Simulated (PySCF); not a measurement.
Optical rotation: `CC(=O)[C@H]1CC[C@H]1N`, C6H11NO

Molfile (atoms numbered from 1):
```
C6H11NO
     RDKit          3D

 19 19  0  0  0  0  0  0  0  0999 V2000
   -2.0454   -1.1284   -0.6541 C   0  0  0  0  0  0  0  0  0  0  0  0
   -1.1167   -0.7636    0.4716 C   0  0  0  0  0  0  0  0  0  0  0  0
   -0.8766   -1.4982    1.3977 O   0  0  0  0  0  0  0  0  0  0  0  0
   -0.4762    0.5966    0.3136 C   0  0  1  0  0  0  0  0  0  0  0  0
    0.4449    1.0110    1.4722 C   0  0  0  0  0  0  0  0  0  0  0  0
    1.6790    0.7633    0.5937 C   0  0  0  0  0  0  0  0  0  0  0  0
    0.7593    0.5780   -0.6363 C   0  0  1  0  0  0  0  0  0  0  0  0
    0.8979   -0.5915   -1.4679 N   0  0  0  0  0  0  0  0  0  0  0  0
   -1.4972   -1.0458   -1.5909 H   0  0  0  0  0  0  0  0  0  0  0  0
   -2.4195   -2.1403   -0.5254 H   0  0  0  0  0  0  0  0  0  0  0  0
   -2.8818   -0.4340   -0.6863 H   0  0  0  0  0  0  0  0  0  0  0  0
   -1.2382    1.3201    0.0239 H   0  0  0  0  0  0  0  0  0  0  0  0
    0.3210    2.0481    1.7738 H   0  0  0  0  0  0  0  0  0  0  0  0
    0.3619    0.3648    2.3438 H   0  0  0  0  0  0  0  0  0  0  0  0
    2.3948    1.5800    0.5295 H   0  0  0  0  0  0  0  0  0  0  0  0
    2.2066   -0.1527    0.8565 H   0  0  0  0  0  0  0  0  0  0  0  0
    0.7660    1.4519   -1.2934 H   0  0  0  0  0  0  0  0  0  0  0  0
    0.9750   -1.4256   -0.8932 H   0  0  0  0  0  0  0  0  0  0  0  0
    1.7352   -0.5245   -2.0363 H   0  0  0  0  0  0  0  0  0  0  0  0
  1  2  1  0
  2  3  2  0
  2  4  1  0
  4  5  1  0
  5  6  1  0
  6  7  1  0
  7  8  1  0
  7  4  1  0
  1  9  1  0
  1 10  1  0
  1 11  1  0
  4 12  1  6
  5 13  1  0
  5 14  1  0
  6 15  1  0
  6 16  1  0
  7 17  1  6
  8 18  1  0
  8 19  1  0
M  END
```

Method used: PySCF 2.14.0, TDDFT PBE0/def2-SVPD circular dichroism and optical rotation, one conformer, gas phase. Geometry: GFN2-xTB.

The molecule is flexible and this is one conformer; a measurement averages over conformers. States above about 7.0 eV (minus the energy of the highest occupied orbital) lie near or above the ionisation threshold and depend on the basis.

Stereocentres: C4 S, C7 R.

Problem. Give the optical rotatory dispersion at 633, 589.3, 546, 436, 405, 365, 355 nm.

Solution. [α] in deg dm⁻¹ (g/mL)⁻¹:
| λ (nm) | origin-invariant length gauge | modified velocity gauge | length gauge (centre of mass) | isotropic polarisability (au) |
| --- | --- | --- | --- | --- |
| 633 | -136.3 | -126.3 | -136.2 | 81.1 |
| 589.3 | -156.8 | -144.8 | -156.6 | 81.3 |
| 546 | -181.3 | -166.6 | -181.0 | 81.7 |
| 436 | -261.1 | -232.7 | -260.5 | 83.0 |
| 405 | -276.7 | -240.0 | -275.9 | 83.7 |
| 365 | -240.2 | -184.0 | -239.1 | 84.8 |
| 355 | -201.8 | -137.7 | -200.5 | 85.1 |

Problem. And for the mirror image at 589.3 nm?

Solution. +156.8 deg dm⁻¹ (g/mL)⁻¹ (origin-invariant length gauge): the same size and the opposite sign.

Problem. What is the molar rotation [Φ] = [α]·M/100 of the geometry above at 589.3 nm?

Solution. With M = 113.16 g/mol, -177.4 deg cm² dmol⁻¹ (origin-invariant length gauge).

The first excitation lies at 4.45 eV (279 nm) with R = +8.2 × 10⁻⁴⁰ esu² cm² (velocity form).
